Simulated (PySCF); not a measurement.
## Potential energy of MgBr along the bond

Set-up: Mg aug-cc-pVDZ, Br aug-cc-pVDZ-PP with ECP10; scalar-relativistic core potentials (PySCF 2.14). Energies in eV from Mg + Br in their ground configurations at the same level. State: ²Σ⁺ (doublet), unpaired electrons σ ↑.

All columns are PBE0. A positive dipole means Mg(−)Br(+).

| R (Å) | E (eV) | μ (D) | Mulliken charge on Mg (basis-dependent) | HOMO (eV) | LUMO (eV) | Mayer bond order | ⟨S²⟩ |
| --- | --- | --- | --- | --- | --- | --- | --- |
| 2.054 | -2.102 | -1.95 | 0.24 | -5.38 | -2.46 | 1.36 | 0.75 |
| 2.150 | -2.522 | -2.35 | 0.26 | -5.51 | -2.59 | 1.21 | 0.75 |
| 2.246 | -2.752 | -2.78 | 0.31 | -5.63 | -2.73 | 1.07 | 0.75 |
| 2.317 | -2.832 | -3.12 | 0.35 | -5.72 | -2.84 | 0.97 | 0.75 |
| 2.389 | -2.854 | -3.46 | 0.40 | -5.82 | -2.95 | 0.89 | 0.75 |
| 2.461 | -2.832 | -3.81 | 0.44 | -5.91 | -3.07 | 0.83 | 0.75 |
| 2.556 | -2.752 | -4.28 | 0.48 | -6.03 | -3.22 | 0.76 | 0.75 |
| 2.676 | -2.597 | -4.87 | 0.52 | -6.17 | -3.41 | 0.70 | 0.75 |
| 2.819 | -2.365 | -5.55 | 0.55 | -6.32 | -3.64 | 0.66 | 0.75 |
| 3.010 | -2.027 | -6.38 | 0.57 | -6.50 | -3.91 | 0.64 | 0.75 |

A fit through these points gives, at Re = 2.386 Å, μ = -3.44 D and dμ/dR = -4.84 D/Å; the reduced mass is 18.39 u.

Problem. How strong is the fundamental in the double-harmonic approximation, I = 42.26·(dμ/dR)²/μred km/mol?

Solution. I = 42.26·(-4.84)²/18.39 = 53.8 km/mol at PBE0.

Spin–orbit coupling is left out. The state was picked by a PBE0 search and need not be the measured ground state.
